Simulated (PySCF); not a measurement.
C₇H₉N₂ (doublet state).
Geometry (GFN2-xTB, Å), atoms numbered from 1 in this order:
```xyz
18
C7H9N2 angstrom
C     -3.2286    0.7508   -0.4611
C     -2.2695    0.1031    0.2705
C     -1.2377   -0.6323   -0.2732
C     -0.1681   -1.2785    0.5336
C      1.1356   -0.5800    0.3120
N      2.2890   -1.1454    0.0795
C      3.1856   -0.1324   -0.0576
C      2.5609    1.0709    0.0873
N      1.2468    0.7755    0.3247
H     -3.2180    0.7192   -1.5364
H     -4.0198    1.3032    0.0106
H     -2.3245    0.1649    1.3521
H     -1.1522   -0.7087   -1.3473
H     -0.4237   -1.2545    1.5974
H     -0.0231   -2.3195    0.2352
H      4.2184   -0.3392   -0.2510
H      2.9235    2.0766    0.0426
H      0.4968    1.4326    0.4640
```

The hyperfine couplings belong to this conformer and change with its torsions.

The species is `C=C[CH]Cc1ncc[nH]1` [radical].

Computed, not measured: PySCF 2.14.0, UKS B3LYP, pcH-1 on C H N, non-relativistic, mean-field spin-orbit, GIAO. One conformer (not necessarily the lowest) at the GFN2-xTB geometry, without solvent, vibrations or thermal averaging. A GFN2-xTB geometry isn't a minimum of the functional, and hyperfine couplings can be far from their values at a DFT geometry. Stability of the SCF solution: not tested. ⟨S²⟩ is 0.775 where a pure state has 0.75.

(1) Predict the first-order ENDOR lines of N6, H11, H10, H13, H14/H15, H12, H16 and H18 under fast tumbling at B = 346.9 mT (X band).

(2) Which pairs are centred on the nuclear Larmor frequency, and which on half the coupling?

## Answers

(1) For S = 1/2 in fast tumbling each set of equivalent nuclei gives two lines, ν± = |νn ± a/2| to first order, with νn = g_N μN B/h and μN/h = 7.62259 MHz/T.

```tsv
nuclei	isotope	g_N	νn (MHz)	a_iso (MHz)	lower line (MHz)	upper line (MHz)
N6	14N	0.4038	1.07	0.66	0.74	1.40
H11	1H	5.5857	14.77	-42.13	6.29	35.84
H10	1H	5.5857	14.77	-40.04	5.25	34.79
H13	1H	5.5857	14.77	-39.36	4.91	34.45
H14/H15	1H	5.5857	14.77	30.93	0.70	30.24
H12	1H	5.5857	14.77	11.58	8.98	20.56
H16	1H	5.5857	14.77	0.69	14.43	15.11
H18	1H	5.5857	14.77	-0.52	14.51	15.03
```

(2) Centred on νn, since |a| < 2νn: N6, H12, H16 and H18. Centred on |a|/2 and split by 2νn: H11, H10, H13 and H14/H15.

Class means assume fast exchange of nuclei equivalent by connectivity; if that motion is slow, each nucleus keeps its own coupling. The 1H value of +30.9 MHz is a mean of couplings from 2.5 to 59.4 MHz in this one geometry, not an average over conformers.

The Mulliken spin populations are largest on C1 (+0.68), C3 (+0.65) and C2 (-0.26). The positive populations add up to 1.40 and the negative ones to -0.40, together 2S = 1. The angles at C1 add up to 360.0°, so it is planar; its axial dipolar tensor and the negative couplings of its protons fit spin in a p orbital normal to that plane.

On an Arm Neoverse V2 with one thread, shared host, this took 89 s wall (grids of density and orbitals included) and 0.98 GiB of memory at its peak.
